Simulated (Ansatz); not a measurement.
Coupled-cluster run, C$_{2}$H$_{6}$AlFSi, SMILES `C=[CH][Al]([F])[SiH3]`.

```yaml
crystal:
  periodic: [false, false, false]
  atoms:
    - {symbol: C, position_ang: [-0.001506, -0.742421, 1.895515]}
    - {symbol: C, position_ang: [-0.742333, -1.306604, 0.937902]}
    - {symbol: Al, position_ang: [-0.677421, -0.545057, -0.834657]}
    - {symbol: F, position_ang: [-1.583561, -1.223889, -2.041184]}
    - {symbol: Si, position_ang: [0.707603, 1.404819, -1.367805]}
    - {symbol: H, position_ang: [0.628759, 0.124876, 1.701748]}
    - {symbol: H, position_ang: [0.022011, -1.106580, 2.920913]}
    - {symbol: H, position_ang: [-1.345248, -2.170643, 1.213532]}
    - {symbol: H, position_ang: [0.317988, 2.574153, -0.528077]}
    - {symbol: H, position_ang: [2.144496, 1.126027, -1.081662]}
    - {symbol: H, position_ang: [0.594611, 1.808118, -2.795527]}
basis:
  gaussian: {orbitals: def2-TZVPP}
correlation: {method: ccsd_t}
```

```sh
$ ansatz run in.yaml --threads 4 --pin off --events-out ev --progress --plain --max-ram 10444MiB
```

The program prints (abridged):

```
Functional definition: HF
1540 factors; integrals over basis functions are off by at most 8.2e-4 eV
mean field evaluation 1: about -19306.7607 eV, gradient 4.1e1 eV
mean field evaluation 2: about -19306.9537 eV, gradient 4.1e1 eV
mean field evaluation 4: about -19310.9731 eV, gradient 4.0e0 eV
mean field evaluation 8: about -19311.0569 eV, gradient 2.6e-1 eV
mean field -19311.05732780 eV, -709.6682672917 hartree, gradient 2.4e-6 eV, S^2 0.000000; 0 other end points of the search recorded, 0 dependent functions left out
13 core orbitals not correlated: weight in the atoms' cores, before any rotation towards them, 1.000 or more for the frozen orbitals, at most 0.000 for the correlated occupied ones
reference -19311.05732780 eV, -709.6682672917 hartree; 14, 14 occupied and 234, 234 virtual orbitals, 1540 factors
second order -21.01756029 eV of doubles, -0.00000000 eV of singles
cycle   1  -21.64989591 eV  change   -6.3e-1 eV  update   1.1e-1
cycle   2  -22.21764802 eV  change   -5.7e-1 eV  update   3.5e-2
cycle   3  -22.35248745 eV  change   -1.3e-1 eV  update   1.9e-2
cycle   4  -22.34290001 eV  change    9.6e-3 eV  update   4.9e-3
cycle   5  -22.34096308 eV  change    1.9e-3 eV  update   2.2e-3
cycle   6  -22.34187707 eV  change   -9.1e-4 eV  update   6.2e-4
cycle   7  -22.34171521 eV  change    1.6e-4 eV  update   2.5e-4
cycle   8  -22.34161998 eV  change    9.5e-5 eV  update   7.7e-5
cycle   9  -22.34165443 eV  change   -3.4e-5 eV  update   3.2e-5
cycle  10  -22.34166717 eV  change   -1.3e-5 eV  update   1.0e-5
perturbative correction -0.84104089 eV, -0.0309076826 hartree
Total energy: -19334.24003586 eV, -710.5202160993 hartree
```

Hardware: 4 threads of an Intel Xeon on a shared host. Wall time 69 s, peak host memory 5.9 GiB.

Correlation energy per correlated electron: -0.828 eV. T1 diagnostic: 0.0132.
